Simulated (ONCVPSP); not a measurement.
## Before and after: ONCV potential for nitrogen (N)

nitrogen, optimised norm-conserving Vanderbilt (ONCV), made with ONCVPSP 4.0.1 (Wu-Cohen, scalar-relativistic). Core [He], reference 2s2 2p3. Waves: 2s: rc 1.00 bohr, ncon 4, nbas 7, qcut 7.9 1/bohr, 2 projectors, debl 2.9 Ha; 2p: rc 2.35 bohr, ncon 4, nbas 8, qcut 6.8 1/bohr, 2 projectors, debl 2.9 Ha; d scattering state at 0.25 Ha: rc 1.90 bohr, ncon 3, nbas 7, qcut 4.4 1/bohr, 2 projectors, debl 3.3 Ha. Local part: polynomial inside 0.75 bohr (lpopt 5, dvloc0 3 Ha). Core correction: none.

All-electron outer shells of the reference configuration (Wu-Cohen, scalar-relativistic, ld1.x):

| shell | level (eV) | outermost node (bohr) | outermost maximum (bohr) |
| --- | --- | --- | --- |
| 1s | -383.97 | – | 0.15 |
| 2s | -18.47 | 0.32 | 1.02 |
| 2p | -7.05 | – | 0.97 |

Change: all radii scaled by about 0.94 (s 0.94, p 2.20, d 1.78 bohr); local potential polynomial inside 0.70 bohr (lpopt 5, dvloc0 3 Ha).

Cutoffs: the cutoffs (Ha) at which the residual kinetic energy of the hardest occupied pseudo-wave falls to 1 and 0.1 mHa per electron; they do not see the model core or the augmentation charge, which bear on the density cutoff. Errors are all-electron minus pseudo energies relative to the spin-unpolarised reference configuration.

Q: What does the change do?

A: The potential gets harder (28 Ha and 63 Ha → 29 Ha and 88 Ha); the lowest positive-energy flag moves from d at 13.5 eV to d at 7.0 eV; of the 4 tests that both files solve, the error grows in 0 and shrinks in 3 by more than 15 % and 0.3 meV (median size 405.0 → 337.8 meV); neither file shows a bound ghost. A smaller radius makes the pseudo-wave follow the all-electron one further in, where it bends more sharply, so more plane waves are needed. Less of the atom is replaced, so other configurations are described better.

```csv
quantity,base,changed
"cutoff, loose",28 Ha,29 Ha
"cutoff, tight",63 Ha,88 Ha
loose cutoff by channel,"s 28 Ha, p 14 Ha","s 29 Ha, p 15 Ha"
bound ghosts,none,none
GHOST(+) flags under 300 eV,d at 13.5 eV,d at 7.0 eV
"error for 2s2 2p2, meV [ΔE 13.56 eV]",+97,+80
"error for 2s2 2p1, meV [ΔE 42.38 eV]",+713,+596
"error for 2s2 2p0, meV [ΔE 89.37 eV]",+2522,+2150
"error for 2s0 2p5, meV [ΔE 22.88 eV]",-53,-37
```
